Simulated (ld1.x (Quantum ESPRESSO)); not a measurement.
rubidium (Rb): excitation energies, all-electron against TM

| Item | Value |
| --- | --- |
| Element | rubidium (Rb) |
| Generator | ld1.x (Quantum ESPRESSO) 7.5 |
| Type | norm-conserving Troullier–Martins (Kleinman–Bylander form) |
| Functional | LDA (PZ) |
| Relativity | scalar-relativistic |
| Frozen core | [Ar] 3d10 |
| Valence charge | 9 |
| Reference configuration | 4s2 4p6 5s1 5p0 |
| Partial waves | 4s (bound): rc 2.25 bohr; 4d channel at 0.25 Ry: rc 2.60 bohr; 4p (bound): rc 2.55 bohr |
| Local potential | the p channel |
| Core correction | Bessel-smoothed model core, default radius (core density twice the valence density) |

Occupied shells without a wave of their own: 5s. They enter only through the test configuration that unscreens the potential, and ld1.x also counts them in the model core charge.

Energies are relative to the spin-unpolarised reference configuration 4s2 4p6 5s1 5p0; without spin polarisation the order of configurations can differ from experiment. Spin-polarised rows fill each open shell by Hund’s rule, majority spin first. Not all tests gave a result: 1 of 7 tests not solved or not reliable. Left out of the table: 4s2 4p6 5s0 5p1 (solver errors, printed error -3.1 eV). The frozen-core shift is the all-electron ΔE with the core orbitals held at their reference shape minus the fully relaxed ΔE.

ld1.x takes every shell without a wave as core, so the model core holds the 5s electrons as well and exchange and correlation see them twice. This cancels in the reference configuration, but the file is broken for other ones, and its errors say nothing about a proper core correction.

```csv
valence configuration,charge,ΔE all-electron (eV),error AE − PS (meV),frozen-core shift (meV)
4s2 4p6 5s0 5p0,+1,4.277,-411,+0.1
4s2 4p6 5s0.5 5p0,+0.5,1.659,-114,+0.1
4s1 4p6 5s1 5p0,+1,37.836,-28,+16
4s2 4p5 5s1 5p0,+1,21.238,+19,+7.9
4s2 4p6 5s1 5p0 (spin-polarised),0,-0.125,-37,0.0
4s2 4p6 5s0.5 5p0 (spin-polarised),+0.5,1.616,-130,0.0
```

Levels in the configuration 4s2 4p5 5s1 5p0:

| level | all-electron (eV) | pseudo (eV) |
| --- | --- | --- |
| 4s | -43.264 | -43.183 |
| 4p | -26.736 | -26.667 |
| 5s | -8.296 | -8.651 |

These tests converged, but a pseudo level misses the all-electron one widely, so the file describes the atom poorly there or has found another state: 4s2 4p6 5s0 5p0: empty 5p by 2.5 eV.
